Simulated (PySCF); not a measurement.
# Dipole moment and polarisability of `CO[C@H]([SiH3])[SiH2]N`

Species: C2H11NOSi2.
Geometry (PBE0-D3(BJ)/def2-SVP, Å), atoms numbered from 1 in this order:
```xyz
17
C2H11NOSi2 angstrom
C     -1.978   -0.180    1.391
O     -0.810   -0.719    0.847
C     -0.482   -0.224   -0.449
Si    -1.367   -1.198   -1.824
Si     1.414   -0.293   -0.540
N      1.949    0.499    0.902
H     -1.894    0.916    1.534
H     -2.138   -0.651    2.372
H     -2.865   -0.376    0.759
H     -0.745    0.851   -0.536
H     -0.898   -2.616   -1.831
H     -1.059   -0.573   -3.148
H     -2.850   -1.195   -1.629
H      1.902    0.452   -1.741
H      1.831   -1.727   -0.705
H      2.940    0.620    1.083
H      1.463    0.205    1.745
```

Level: CAM-B3LYP/def2-SVPD (PySCF), static field, nuclei fixed, core orbitals frozen in the response. The polarisability tensor in these axes (au):

```
x   99.43  3.99  0.87
y    3.99 83.16  6.12
z    0.87  6.12 96.10
```

Question: What are the eigenvalues, a third of the trace, and Δα (Δα² = ½Σ(αi − αj)² over the three pairs)?

Answer: Principal values 80.12, 96.92 and 101.66 au; mean 92.90 au = 13.77 Å³ = 15.32 × 10⁻⁴⁰ C²·m²/J; Δα = 19.60 au (21 % of the mean).

Question: What is the dipole moment, and where does it point?

Answer: (-0.24, 0.74, 1.00) D, 1.27 D in size, pointing from the negative to the positive side. Measured along this direction, the outermost atoms are H11 at the negative end and H7 at the positive end.

Question: Rayleigh depolarisation ratio (linearly polarised light, static tensor)?

Answer: ρ = 3Δα²/(45ᾱ² + 4Δα²) = 1152.8/(388358 + 1537.0) = 0.00296.

Question: Traceless (Buckingham) quadrupole moment about the centre of nuclear charge: eigenvalues?

Answer: -6.69, 0.78, 5.91 D·Å. The values depend on the origin, since the dipole doesn't vanish. The electronic extent ⟨r²⟩ about the same centre is 1142 bohr², a root-mean-square distance of 2.20 Å for the 66 electrons.

Question: Refractivity n − 1 of an ideal gas of it at 400 K and 1 atm, from the electronic α?

Answer: N = p/kT = 1.8347 × 10¹⁹ cm⁻³, so n − 1 = 2π × N × 13.77 × 10⁻²⁴ cm³ = 1587 × 10⁻⁶ at long wavelengths.

The structure is a single PBE0-D3(BJ)/def2-SVP conformer in the gas phase; no vibrational or solvent corrections.

These values come from a run that also computed excited states and ΔSCF ions. Hardware: Intel Xeon at 2.70 GHz, one thread, shared host. Cost: 5.2 min, 1.1 GiB resident at most.
